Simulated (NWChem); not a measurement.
System meant: Si₂HCl₄, doublet; SMILES Cl[SiH][Si](Cl)(Cl)Cl

NWChem input:

```
start job
memory heap 200 mb stack 900 mb global 1100 mb
geometry units angstroms noautoz
  Cl    -0.312956    -2.989071     0.017601
  Si     1.098209    -1.477019     0.067765
  Si     0.047678     0.602046    -0.028329
  Cl    -1.281057     0.927671     1.506537
  Cl    -0.959915     0.797320    -1.805244
  Cl     1.529708     2.026342     0.070009
  H      1.930344    -1.624218     1.301664
end
basis spherical
  * library def2-svp
end
dft
  odft
  mult 2
  xc xpbe96 cpbe96
  iterations 4
  mulliken
end
task dft energy
```

End of the output:

```
     --------------------------
     Expectation value of S2:
     --------------------------
      <S2> =      0.7521 (Exact =     0.7500)

 center of mass
 --------------
 x =  -0.03093795 y =   0.02118441 z =  -0.01089499

 moments of inertia (a.u.)
 ------------------
        2781.752717515672           0.000000000000           0.000000000000
           0.000000000000        1449.583345272010           0.000000000000
           0.000000000000           0.000000000000        2838.078277377695

     Multipole analysis of the density
     ---------------------------------

     L   x y z        total         alpha         beta         nuclear
     -   - - -        -----         -----         ----         -------
     0   0 0 0     -0.000000    -49.000000    -48.000000     97.000000

     1   1 0 0      0.453734     -0.889641      1.343375     -0.000000
     1   0 1 0     -0.060596      1.255986     -1.316582     -0.000000
     1   0 0 1      0.039937      0.271378     -0.231441     -0.000000

     2   2 0 0    -55.263009   -220.277449   -211.484013    376.498453
     2   1 1 0     -0.822184      6.786448      0.637803     -8.246434
     2   1 0 1      0.163429     -0.650085     -3.498901      4.312415
     2   0 2 0    -58.139133   -544.792366   -534.427075   1021.080307
     2   0 1 1     -0.082845      0.316576      2.585667     -2.985087
     2   0 0 2    -56.604646   -200.745217   -196.797432    340.938003

 ------------------------------------------------------------------------
 dft energy failed                                                                                  0
 ------------------------------------------------------------------------
 ------------------------------------------------------------------------
  current input line :
    22: task dft energy
 ------------------------------------------------------------------------
 ------------------------------------------------------------------------
 This type of error is most commonly associated with calculations not reaching convergence criteria
 ------------------------------------------------------------------------
 For more information see the NWChem manual at https://nwchemgit.github.io

0:dft energy failed:Received an Error in Communication
```

### Question
What is wrong, and how is it mended?

### Answer
The run did not converge; its last values are not results. Cause: the SCF was allowed too few iterations. This input runs:
```
start job
memory heap 200 mb stack 900 mb global 1100 mb
geometry units angstroms noautoz
  Cl    -0.312956    -2.989071     0.017601
  Si     1.098209    -1.477019     0.067765
  Si     0.047678     0.602046    -0.028329
  Cl    -1.281057     0.927671     1.506537
  Cl    -0.959915     0.797320    -1.805244
  Cl     1.529708     2.026342     0.070009
  H      1.930344    -1.624218     1.301664
end
basis spherical
  * library def2-svp
end
dft
  odft
  mult 2
  xc xpbe96 cpbe96
  iterations 150
  mulliken
end
task dft energy
```
It converges to -2418.73375 Ha (PBE/def2-SVP, spin-unrestricted).
